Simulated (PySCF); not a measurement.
**Dipole response of Al (aluminium, neutral)**

[Ne] 3s2 3p1, 2P determinant. Computed with PySCF 2.14 in aug-cc-pV(T+d)Z (6s5p4d2f, 55 functions), with no relativity, point nucleus. Coupled (time-dependent) response in atomic units; α is the mean over directions.

| method | mean α (bohr³) | α xx, yy, zz | C₆ (like pair) | S(−4) |
| --- | --- | --- | --- | --- |
| UHF | 61.62 | 52.19, 80.48, 52.19 | 560.0 | 1958 |
| PBE | 65.72 | 53.38, 90.38, 53.38 | 587.6 | 2688 |
| PBE0 | 62.79 | 52.07, 84.23, 52.07 | 561.0 | 2256 |
| wB97M-V | 68.71 | 54.55, 97.03, 54.55 | 590.1 | 3550 |
| revPBE | 65.85 | 53.57, 90.41, 53.57 | 592.1 | 2658 |

S(−4) is the Cauchy moment in α(ω) = α(0) + S(−4) ω² + …

Reference α: 57.8 ± 1 bohr³ (recommended; Schwerdtfeger and Nagle, table of static dipole polarizabilities (2023 update)). Published C₆: 528.0 (Chu and Dalgarno (2004); Tang, Norbeck and Certain (1976)).

α(iu) at revPBE:

```tsv
u (hartree)	α(iu) (bohr³)
0	65.85
0.0500	60.07
0.100	48.81
0.200	30.06
0.300	19.13
0.500	9.175
0.750	4.702
1.00	2.880
1.50	1.460
2.00	0.9231
3.00	0.5006
5.00	0.2355
```

A single London oscillator, α(iu) = α/(1 + u²/ω²), gives C₆ = (3/4) ω α². Matching the computed C₆ needs ω = 4 × 592.1 / (3 × 65.85²) = 0.182 hartree.

The components differ because the open shell of this determinant is not spherical; for a pure term their mean is the scalar polarisability.
